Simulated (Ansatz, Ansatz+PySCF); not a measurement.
```yaml
atoms:
  - { symbol: B, position_ang: [0.0000, 0.0000, 0.0000] }
  - { symbol: C, position_ang: [0.5586, 0.7449, 1.6127] }
```

Basis set: 6-31G (spherical functions). Left uncorrelated: 2 orbitals. Charge 0, multiplicity 4.

Computed with Ansatz (development build ahead of 0.2.0); the reference of a correlated method needn't be the lowest determinant of its kind.

Q: Give the atomization energy at this shape (free ground-state atoms in the same class of orbitals less the molecule, no zero-point energy) of quartet BC by full CI (lowest root of this spin), UHF-CCSD(T), UHF-CCSD.

A:

```tsv
method	atomization energy
full CI (lowest root of this spin)	304.4 kJ/mol
UHF-CCSD(T)	298.3 kJ/mol
UHF-CCSD	286.4 kJ/mol
```

Caution for UHF-CCSD(T), UHF-CCSD: large amplitudes, a single reference is doubtful; the reference determinant was not shown to be the lowest.

This basis has no polarisation functions and is too small for such energies, which can lie far from measured ones in either direction.
